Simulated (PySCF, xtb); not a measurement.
BiF3, SMILES [F][Bi]([F])[F].

GFN2-xTB in xtb 6.7.1 at its own geometry gives an orbital gap of 7.26 eV and a dipole moment of 7.66 D.

Geometry: B3LYP-D3(BJ)/def2-SVP. The isomer is the one that the SMILES or the coordinates give; other isomers of the formula were not compared. The def2 effective core potentials stand for the cores of Bi; spin–orbit coupling is left out.

### Question
What does ωB97X/def2-TZVPD run with PySCF give? (An estimate is asked for; the answer gives what the named calculation found.)

### Answer
gap 12.39 eV (levels -12.50 and -0.11 eV), dipole 5.35 D.
